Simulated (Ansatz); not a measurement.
Stepwise reaction of `[NH]=[W](=[NH])([Cl])[Cl]` with ammonia, as a gas-phase model of exchange steps in deposition or etching. ΔE in kJ/mol; ΔG adds harmonic PBE0-D4 terms to CCSD(T)/CBS, at 1 bar.

Isolated molecules relaxed with PBE0-D4/def2-TZVP in Ansatz; ΔE leaves out vibrations. CBS: MP2 limit from def2 TZ/QZ plus the TZ coupled-cluster correction, frozen cores. This one scheme is used for every species. Functionals use def2-TZVPP. B3LYP here is the variant with VWN-RPA as its local correlation; programs differ in this. Elements past krypton have def2 core potentials. For W outer-core shells are correlated without core-valence functions, which leaves a few kJ/mol of doubt a bond. One conformer a species, not always the lowest.

```csv
step,reaction,PBE-D4,B3LYP-D4,ωB97M-V,CCSD(T)/CBS,ΔG(600 K)
2,`[NH]=[W](=[NH])([NH2])[Cl]` + NH₃ → `[NH]=[W](=[NH])([NH2])[NH2]` + HCl,76.2,74.9,73.0,75.1,68.1
```

Question: Give the row of step 1, `[NH]=[W](=[NH])([Cl])[Cl]` + NH₃ → `[NH]=[W](=[NH])([NH2])[Cl]` + HCl. (Best estimate.)

Answer: Ansatz gave: 
```tsv
step	reaction	PBE-D4	B3LYP-D4	ωB97M-V	CCSD(T)/CBS	ΔG(600 K)
1	`[NH]=[W](=[NH])([Cl])[Cl]` + NH₃ → `[NH]=[W](=[NH])([NH2])[Cl]` + HCl	52.8	51.5	49.5	52.0	43.5
```

Question: By hand: ΔE of the 2 steps together at CCSD(T)/CBS.

Answer: (52.0) + (75.1) = 127.1 kJ/mol, or 63.5 kJ/mol a step.

In ΔE each step is higher than the one before. All are uphill at CCSD(T)/CBS. ΔG lies between 43.5 and 68.1 kJ/mol a step. PBE-D4 differs from CCSD(T)/CBS by 0.8 to 1.1 kJ/mol a step. Isolated molecules leave out the surface, adducts and barriers. Largest T1 diagnostic: 0.020.
